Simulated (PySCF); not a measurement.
PySCF input (HF/def2-TZVPD):

```python
from pyscf import gto, scf, dft

mol = gto.M(
    atom='''
    Si    0.08877179   -0.47505642    0.00414295
    O    -0.20624850    1.10372528   -0.00962554
    H    -1.10586674   -1.33436007   -0.00895570
    H     1.51304961   -0.84465226    0.02795877
    ''',
    basis='def2-tzvpd',
    charge=1,
    spin=1,
    verbose=4,
)

mf = scf.UHF(mol).density_fit(auxbasis='def2-universal-jkfit')
mf.conv_tol = 1e-9
mf.max_cycle = 100
mf.max_memory = 1500
mf.kernel()
if not mf.converged:
    mf = mf.newton()
    mf.kernel(mf.make_rdm1())
for _ in range(2):
    mo, _, stable, _ = mf.stability(return_status=True)
    if stable:
        break
    mf.kernel(mf.make_rdm1(mo, mf.mo_occ))
mf.analyze()
```

Output:

```
PySCF version 2.14.0

[INPUT] verbose = 4
[INPUT] num. atoms = 4
[INPUT] num. electrons = 23
[INPUT] charge = 1
[INPUT] spin (= nelec alpha-beta = 2S) = 1
[INPUT] symmetry False subgroup None
[INPUT] Mole.unit = angstrom
[INPUT] Symbol           X                Y                Z      unit          X                Y                Z       unit  Magmom
[INPUT]  1 Si     0.088771790000  -0.475056420000   0.004142950000 AA    0.167754370687  -0.897726527516   0.007829040848 Bohr   0.0
[INPUT]  2 O     -0.206248500000   1.103725280000  -0.009625540000 AA   -0.389753178602   2.085738495959  -0.018189634401 Bohr   0.0
[INPUT]  3 H     -1.105866740000  -1.334360070000  -0.008955700000 AA   -2.089785268866  -2.521575083855  -0.016923820254 Bohr   0.0
[INPUT]  4 H      1.513049610000  -0.844652260000   0.027958770000 AA    2.859249375780  -1.596161441895   0.052834418080 Bohr   0.0

nuclear repulsion = 50.4250656076151
number of shells = 39
number of NR pGTOs = 146
number of NR cGTOs = 101
basis = def2-tzvpd
ecp = {}

******** <class 'pyscf.df.df_jk.DFUHF'> ********
method = DFUHF
initial guess = minao
damping factor = 0
level_shift factor = 0
DIIS = <class 'pyscf.scf.diis.CDIIS'>
diis_start_cycle = 1
diis_space = 8
diis_damp = 0
SCF conv_tol = 1e-09
SCF conv_tol_grad = None
SCF max_cycles = 100
direct_scf = False
number electrons alpha = 12  beta = 11
Set gradient conv threshold to 3.16228e-05
******** <class 'pyscf.df.df.DF'> ********
auxbasis = def2-universal-jkfit
init E= -364.659819195101
  alpha nocc = 12  HOMO = -0.38036752397322  LUMO = -0.0426921315078275
  beta  nocc = 11  HOMO = -0.497282571642671  LUMO = -0.38036752397322

WARN: HOMO -0.38036752397322 >= LUMO -0.38036752397322

cycle= 1 E= -364.357836948506  delta_E= 0.302  |g|= 0.541  |ddm|= 1.04
  alpha nocc = 12  HOMO = -0.593172309768648  LUMO = -0.282866370314906
  beta  nocc = 11  HOMO = -0.59292428177831  LUMO = -0.352562626153343
  HOMO = -0.592924281778  LUMO = -0.352562626153  gap/eV = 6.54057
cycle= 2 E= -364.407725645267  delta_E= -0.0499  |g|= 0.701  |ddm|= 0.761
  alpha nocc = 12  HOMO = -0.777080219350082  LUMO = -0.25546597251379
  beta  nocc = 11  HOMO = -0.746862325464389  LUMO = -0.400276563591738
  HOMO = -0.746862325464  LUMO = -0.400276563592  gap/eV = 9.43108
cycle= 3 E= -364.620939197965  delta_E= -0.213  |g|= 0.144  |ddm|= 0.413
  alpha nocc = 12  HOMO = -0.815167719438228  LUMO = -0.223239774836772
  beta  nocc = 11  HOMO = -0.769071457214355  LUMO = -0.266889256297396
  HOMO = -0.769071457214  LUMO = -0.266889256297  gap/eV = 13.66507
cycle= 4 E= -364.656718026742  delta_E= -0.0358  |g|= 0.067  |ddm|= 0.171
  alpha nocc = 12  HOMO = -0.799446677533631  LUMO = -0.209305400705344
  beta  nocc = 11  HOMO = -0.797159842350924  LUMO = -0.22372551817193
[...]
  beta  nocc = 11  HOMO = -0.792202227719018  LUMO = -0.220251678433912
  HOMO = -0.790631757002  LUMO = -0.220251678434  gap/eV = 15.52083
Extra cycle  E= -364.668425455111  delta_E= -2.3e-11  |g|= 2.58e-06  |ddm|= 4.96e-06
converged SCF energy = -364.668425455111  <S^2> = 0.76117342  2S+1 = 2.0111424
uhf_internal: lowest eigs of H = [0.04461146 0.15219886 0.37399847]
<class 'pyscf.df.df_jk.DFUHF'> wavefunction is stable in the internal stability analysis
**** SCF Summaries ****
Total Energy =                        -364.668425455111048
Nuclear Repulsion Energy =              50.425065607615089
One-electron Energy =                 -598.596758012095052
Two-electron Energy =                  183.503266949368907
Two-electron Coulomb Energy =          212.596177764745875
DFT Exchange-Correlation Energy =      -29.092910815376968
HOMO-LUMO gap [eV] =                    15.520832496024218
**** MO energy ****
                             alpha | beta                alpha | beta
MO #1   energy= -69.1377768824993  | -69.1388194137085  occ= 1 | 1
MO #2   energy= -20.916337723935   | -20.8760690635394  occ= 1 | 1
MO #3   energy= -6.48339168128149  | -6.48474309993544  occ= 1 | 1
MO #4   energy= -4.5899977835728   | -4.59164774576268  occ= 1 | 1
MO #5   energy= -4.58810794320572  | -4.58980811676713  occ= 1 | 1
MO #6   energy= -4.5869104222741   | -4.58813899613675  occ= 1 | 1
MO #7   energy= -1.66341330046495  | -1.50258691190113  occ= 1 | 1
MO #8   energy= -0.996526917618511 | -0.976644025313938 occ= 1 | 1
MO #9   energy= -0.95364778805458  | -0.830255764151913 occ= 1 | 1
MO #10  energy= -0.864086616492357 | -0.799883709479245 occ= 1 | 1
MO #11  energy= -0.848593636841328 | -0.792202227719018 occ= 1 | 1
MO #12  energy= -0.790631757001634 | -0.220251678433912 occ= 1 | 0
MO #13  energy= -0.221072248084361 | -0.212520459766174 occ= 0 | 0
MO #14  energy= -0.124589196473321 | -0.120676806882538 occ= 0 | 0
MO #15  energy= -0.11881329635369  | -0.117630969247499 occ= 0 | 0
MO #16  energy= -0.0949705629186031 | -0.0946709085965293 occ= 0 | 0
MO #17  energy= -0.0425067186845561 | -0.0430069654982601 occ= 0 | 0
MO #18  energy= -0.0415704999079438 | -0.0400715462879076 occ= 0 | 0
MO #19  energy= -0.0213763615757214 | -0.0157988752591512 occ= 0 | 0
MO #20  energy= -0.0166037218054252 | -0.014025538938756 occ= 0 | 0
MO #21  energy= -0.013149041694249 | 0.00590171376717678 occ= 0 | 0
MO #22  energy= 0.00387625978774846 | 0.0180842081873097 occ= 0 | 0
MO #23  energy= 0.0366620183370365 | 0.0402540655962488 occ= 0 | 0
MO #24  energy= 0.0438909409141141 | 0.0443527966703008 occ= 0 | 0
MO #25  energy= 0.0550354083210271 | 0.0638771472115091 occ= 0 | 0
MO #26  energy= 0.0960059587149059 | 0.0970333923266458 occ= 0 | 0
MO #27  energy= 0.111231682653655  | 0.124051656456757  occ= 0 | 0
MO #28  energy= 0.124148002813048  | 0.125768282684695  occ= 0 | 0
MO #29  energy= 0.124192437013055  | 0.126933530433259  occ= 0 | 0
MO #30  energy= 0.14080969812429   | 0.140853753554297  occ= 0 | 0
MO #31  energy= 0.16760269406678   | 0.166627787579569  occ= 0 | 0
MO #32  energy= 0.168492302230441  | 0.16872358641164   occ= 0 | 0
MO #33  energy= 0.187423029996071  | 0.188961381778039  occ= 0 | 0
MO #34  energy= 0.224402159917776  | 0.227318693071467  occ= 0 | 0
MO #35  energy= 0.264827206138179  | 0.263677164109558  occ= 0 | 0
MO #36  energy= 0.267598348272403  | 0.268039428974454  occ= 0 | 0
MO #37  energy= 0.300000469830627  | 0.304099995800101  occ= 0 | 0
MO #38  energy= 0.303269890695586  | 0.324863339202527  occ= 0 | 0
MO #39  energy= 0.345379535281143  | 0.35691250759      occ= 0 | 0
MO #40  energy= 0.357718437471081  | 0.362097166773796  occ= 0 | 0
MO #41  energy= 0.409020841330629  | 0.411386183227748  occ= 0 | 0
MO #42  energy= 0.413005654937737  | 0.418868357429028  occ= 0 | 0
MO #43  energy= 0.424271168732013  | 0.446375818673982  occ= 0 | 0
MO #44  energy= 0.441732020444124  | 0.458509294702773  occ= 0 | 0
MO #45  energy= 0.451595775218898  | 0.461805374748915  occ= 0 | 0
MO #46  energy= 0.548095860719097  | 0.548955613974567  occ= 0 | 0
MO #47  energy= 0.573871855190783  | 0.576801915398092  occ= 0 | 0
MO #48  energy= 0.626005291628487  | 0.632507414656007  occ= 0 | 0
MO #49  energy= 0.636721024562753  | 0.645112013479119  occ= 0 | 0
MO #50  energy= 0.703214583734422  | 0.758978246186577  occ= 0 | 0
MO #51  energy= 0.765807447289603  | 0.779950315525378  occ= 0 | 0
MO #52  energy= 0.871742700128969  | 0.875626721968587  occ= 0 | 0
MO #53  energy= 0.929908830028844  | 0.92836361095906   occ= 0 | 0
MO #54  energy= 0.973757937492318  | 0.97232507423103   occ= 0 | 0
MO #55  energy= 0.978530026726214  | 0.982189513714981  occ= 0 | 0
MO #56  energy= 1.00901219772121   | 1.02623110378825   occ= 0 | 0
MO #57  energy= 1.02915731753143   | 1.0283208294685    occ= 0 | 0
MO #58  energy= 1.04467600216476   | 1.05153867230459   occ= 0 | 0
MO #59  energy= 1.074979498566     | 1.07723214392169   occ= 0 | 0
MO #60  energy= 1.11698252754446   | 1.11952260053174   occ= 0 | 0
MO #61  energy= 1.12041698050349   | 1.12559597509157   occ= 0 | 0
MO #62  energy= 1.15231128358965   | 1.15352031746064   occ= 0 | 0
MO #63  energy= 1.24229618204447   | 1.25260353185021   occ= 0 | 0
MO #64  energy= 1.37881370018779   | 1.37793269272548   occ= 0 | 0
MO #65  energy= 1.39083673021715   | 1.39731569312073   occ= 0 | 0
MO #66  energy= 1.48058338856083   | 1.48182868132196   occ= 0 | 0
MO #67  energy= 1.58622427337871   | 1.58992606398722   occ= 0 | 0
MO #68  energy= 1.69636478853243   | 1.75430874070768   occ= 0 | 0
MO #69  energy= 1.7000258990679    | 1.76317659339945   occ= 0 | 0
MO #70  energy= 1.88287115673467   | 1.90186011589953   occ= 0 | 0
MO #71  energy= 1.89037406500492   | 1.90612944685053   occ= 0 | 0
MO #72  energy= 1.90423429624777   | 1.90697074330616   occ= 0 | 0
MO #73  energy= 1.92702520120302   | 1.97431562966524   occ= 0 | 0
MO #74  energy= 2.05408884971344   | 2.06298883492578   occ= 0 | 0
MO #75  energy= 2.25239679812989   | 2.26828510979367   occ= 0 | 0
MO #76  energy= 2.28373881141978   | 2.30655280136415   occ= 0 | 0
MO #77  energy= 2.45973515719004   | 2.48567494459481   occ= 0 | 0
MO #78  energy= 2.56321656287086   | 2.56674595828301   occ= 0 | 0
MO #79  energy= 2.84938550959225   | 2.85304218228051   occ= 0 | 0
MO #80  energy= 2.85574932586349   | 2.88468461141083   occ= 0 | 0
MO #81  energy= 2.93874671554483   | 2.99053306650661   occ= 0 | 0
MO #82  energy= 2.99006515971985   | 3.06391833410499   occ= 0 | 0
MO #83  energy= 3.1344318429338    | 3.16822603751555   occ= 0 | 0
MO #84  energy= 3.67284955770988   | 3.7063083824793    occ= 0 | 0
MO #85  energy= 5.23057124529303   | 5.2910992736699    occ= 0 | 0
MO #86  energy= 5.23821446108771   | 5.2968442225958    occ= 0 | 0
MO #87  energy= 5.29693663900247   | 5.33918327732763   occ= 0 | 0
MO #88  energy= 5.32262034413002   | 5.36636243145355   occ= 0 | 0
MO #89  energy= 5.40207145511285   | 5.43117829874406   occ= 0 | 0
MO #90  energy= 5.42126355674797   | 5.45497608860709   occ= 0 | 0
MO #91  energy= 5.45865888974299   | 5.48292928618869   occ= 0 | 0
MO #92  energy= 6.35140503671639   | 6.35059224590648   occ= 0 | 0
MO #93  energy= 6.54420233645655   | 6.59271318582208   occ= 0 | 0
MO #94  energy= 6.55464317684976   | 6.63995829886967   occ= 0 | 0
MO #95  energy= 6.58498270984117   | 6.65457180959521   occ= 0 | 0
MO #96  energy= 6.78228707890724   | 6.80310332673347   occ= 0 | 0
MO #97  energy= 6.78709815037748   | 6.86619423027772   occ= 0 | 0
MO #98  energy= 6.86481019042323   | 6.87342915308359   occ= 0 | 0
MO #99  energy= 7.09459071500972   | 7.1194031978939    occ= 0 | 0
MO #100 energy= 11.3750958300627   | 11.3741409376331   occ= 0 | 0
MO #101 energy= 44.780561448172    | 44.8018679390642   occ= 0 | 0

To work with the spin densities directly, `use mulliken_meta_spin()` only printing them here.

[...]
```
